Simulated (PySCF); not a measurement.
Level of theory: PySCF with ωB97X-D3(BJ)/def2-TZVP // PBE0-D3(BJ)/def2-SVP. Gas-phase values, no solvent. One relaxed conformer stands for a flexible species; it need not be the lowest. Excitations are Tamm–Dancoff values on a coarser integration grid. The basis has no diffuse functions, so Rydberg states are missing or too high.

Reference species (SMILES): `[C@H]12C[C@@](CC2)(C[C@@H]1S)B` (neutral, multiplicity 1).

```
Property                  Result
----------------------  --------
HOMO–LUMO gap            9.90 eV
S1 oscillator strength     0.001
HOMO                    -9.12 eV
S1 excitation (TDA)      5.64 eV
```

Changed species: `B[C@@H]1C[C@@H]2C[C@H]1C[C@@H]2S`.

Q: What does the change do to the HOMO–LUMO gap, S1 oscillator strength, HOMO and S1 excitation (TDA)?

A: the HOMO–LUMO gap increases by 0.14 eV, to 10.04 eV; the S1 oscillator strength hardly moves; the HOMO falls by 0.06 eV, to -9.18 eV; the S1 excitation (TDA) rises by 0.02 eV, to 5.66 eV.
